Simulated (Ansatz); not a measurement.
Isomers of GeH2SCl

2 of its isomers, all doublets with charge 0: A = `[S][GeH2][Cl]`; B = `[SH][GeH][Cl]`.

Shapes, held fixed at every level: PBE0-D4/def2-TZVP. Flexible molecules stand in one conformer, not always the lowest. Programs: Ansatz 0.2.0.

A:

```xyz
5

S     0.9408    0.2346    1.8735
Ge    0.0425   -0.1378   -0.0912
Cl   -1.3241    1.4243   -0.6697
H     1.1616   -0.1602   -1.1382
H    -0.7710   -1.4346   -0.0158
```

B:

```xyz
5

S    -1.5099    0.4450    0.2529
Ge    0.4545   -0.5771    0.3540
Cl    1.7168    0.0529   -1.2911
H    -1.7330    0.0864   -1.0226
H     1.1215   -0.0807    1.6652
```

Electronic energies in kJ/mol, without zero-point or thermal terms.

```
               level                   kind  B − A
         HF/def2-SVP           Hartree–Fock   +5.5
       HF/def2-TZVPP           Hartree–Fock   -0.4
    SPW92/def2-TZVPP                    LDA  -63.1
r2SCAN-D4/def2-TZVPP               meta-GGA  -44.0
 BHLYP-D4/def2-TZVPP          global hybrid  -27.8
  PBE0-D4/def2-TZVPP          global hybrid  -43.1
       CCSD/def2-SVP  coupled cluster or CI  -17.5
  CCSD(T)/def2-TZVPP  coupled cluster or CI  -28.3
```

The highest level, CCSD(T)/def2-TZVPP, puts B lowest of these. HF/def2-SVP puts A lowest. The B − A difference spans -63.1 to +5.5 kJ/mol over the levels. Open shells run unrestricted unless RO is named. Relativity is left out for Ge unless named. Correlated rows may include outer-core shells of Ge, which these sets cover unevenly.
